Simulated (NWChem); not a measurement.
Species: CH₄BFSe; SMILES B(F)([SeH])C

```xyz
8

B     -0.0561     0.9342     0.0000
F     -1.2721     1.4771     0.0000
C      1.1941     1.8715     0.0000
H      1.1471     2.5336    -0.8816
H      2.1625     1.3556     0.0000
H      1.1471     2.5336     0.8816
Se    -0.0388    -1.0145     0.0000
H      1.4256    -1.1253     0.0000
```
Atoms are numbered in this order, from 1.

Results from NWChem. The geometry was optimised at PBE0/def2-SVP.

Problem. Among these, which level gives the highest value of “dipole (D)”?
A) PBE0/aug-pcseg-1
B) PBE0/pcseg-1
C) PBE0/pcseg-2
D) PBE0/STO-3G

Solution. B, PBE0/pcseg-1. Values: PBE0/STO-3G 1.59; PBE0/aug-pcseg-1 1.82; PBE0/pcseg-2 1.87; PBE0/pcseg-1 1.95
